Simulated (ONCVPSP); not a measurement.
Building the ONCV potential for Pm (PBE, scalar-relativistic).

| Item | Value |
| --- | --- |
| Element | Pm (Z = 61) |
| Generator | ONCVPSP 4.0.1 |
| Type | optimised norm-conserving Vanderbilt (ONCV) |
| Functional | PBE |
| Relativity | scalar-relativistic |
| Frozen core | [Kr] 4d10 |
| Valence charge | 15 |
| Reference configuration | 4f4 5s2 5p6 5d1 6s2 |
| Partial waves | 5s+6s: rc 2.30 bohr, ncon 4, nbas 9, qcut 5.2 1/bohr, 2 projectors; 5p: rc 2.40 bohr, ncon 4, nbas 7, qcut 5.7 1/bohr, 3 projectors, debl 2 Ha; 5d: rc 2.60 bohr, ncon 4, nbas 8, qcut 4.4 1/bohr, 2 projectors, debl 1.2 Ha; 4f: rc 1.00 bohr, ncon 4, nbas 9, qcut 14.2 1/bohr, 2 projectors, debl 3 Ha |
| Local potential | polynomial inside 0.70 bohr (lpopt 5, dvloc0 4 Ha) |
| Core correction | none |

All-electron outer shells of the reference configuration (PBE, scalar-relativistic, ld1.x):

```
shell  level (eV)  outermost node (bohr)  outermost maximum (bohr)
   4d     -129.31                   0.29                      0.60
   5s      -45.21                   0.70                      1.27
   5p      -25.34                   0.75                      1.44
   4f       -7.48                      –                      0.62
   6s       -3.93                   1.70                      3.54
   5d       -2.84                   0.85                      2.04
```

Question: Does the generator finish with these settings?

Answer: No. ONCVPSP 4.0.1 stopped with "sratom123: lschfb convergence ERROR n,l,iter= 4 3 4": the all-electron bound-state solver failed for one shell.
